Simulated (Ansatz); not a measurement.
GaCl2Br (GaBrCl₂). Total charge 0; singlet. Geometry B3LYP-D4/def2-SVP; atoms count from 1.

```xyz
4

Ga   -0.017   -0.013    0.014
Cl    0.352   -0.529    2.055
Cl   -1.882   -0.570   -0.872
Br    1.548    1.112   -1.197
```

Question: Estimate the Mulliken populations from the PBE0/def2-TZVP orbitals of Ansatz.

Answer: 
| atom | charge (e) |
| --- | --- |
| Ga1 | 0.66 |
| Cl2 | -0.23 |
| Cl3 | -0.23 |
| Br4 | -0.21 |
Mulliken values depend strongly on the basis.

Question: And the Mayer bond orders between heavy atoms (over 0.3)?

Answer: Ga1–Cl2 1.14 (2.14 Å); Ga1–Cl3 1.14 (2.14 Å); Ga1–Br4 1.14 (2.28 Å).
